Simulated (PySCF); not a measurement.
C2H6O2Te. Atoms are numbered in the order given.

```xyz
11

Te     0.0000     0.0000     0.6788
O     -1.3390    -0.6600    -0.6321
C     -2.0908     0.3041    -1.3308
H     -2.6887     0.9461    -0.6586
H     -2.7802    -0.2436    -1.9934
H     -1.4537     0.9551    -1.9546
O      1.3390     0.6600    -0.6321
C      2.0908    -0.3041    -1.3308
H      2.6887    -0.9461    -0.6586
H      2.7802     0.2436    -1.9934
H      1.4537    -0.9551    -1.9546
```

Geometry optimised at PBE0-D3(BJ)/def2-SVP. The def2 effective core potentials stand for the cores of Te; spin–orbit coupling is left out. One conformer was computed; it need not be the lowest.

All values below come from M06-2X/def2-TZVP run with PySCF.

Symmetry labels are those of the subgroup C2 that the program uses (full group C2).

Problem. List the valence orbital energies around the gap with their symmetry. (The exact figures need the calculation; the answer reports its results.)

Solution. 
```json
[
 {"orbital": "HOMO−7", "symmetry": "B", "energy (eV)": "-13.92"},
 {"orbital": "HOMO−6", "symmetry": "A", "energy (eV)": "-13.90"},
 {"orbital": "HOMO−5", "symmetry": "A", "energy (eV)": "-13.13"},
 {"orbital": "HOMO−4", "symmetry": "B", "energy (eV)": "-10.59"},
 {"orbital": "HOMO−3", "symmetry": "A", "energy (eV)": "-10.58"},
 {"orbital": "HOMO−2", "symmetry": "B", "energy (eV)": "-9.70"},
 {"orbital": "HOMO−1", "symmetry": "A", "energy (eV)": "-9.63"},
 {"orbital": "HOMO", "symmetry": "B", "energy (eV)": "-7.39"},
 {"orbital": "LUMO", "symmetry": "B", "energy (eV)": "-0.77"},
 {"orbital": "LUMO+1", "symmetry": "A", "energy (eV)": "-0.13"},
 {"orbital": "LUMO+2", "symmetry": "A", "energy (eV)": "2.19"},
 {"orbital": "LUMO+3", "symmetry": "B", "energy (eV)": "2.81"}
]
```
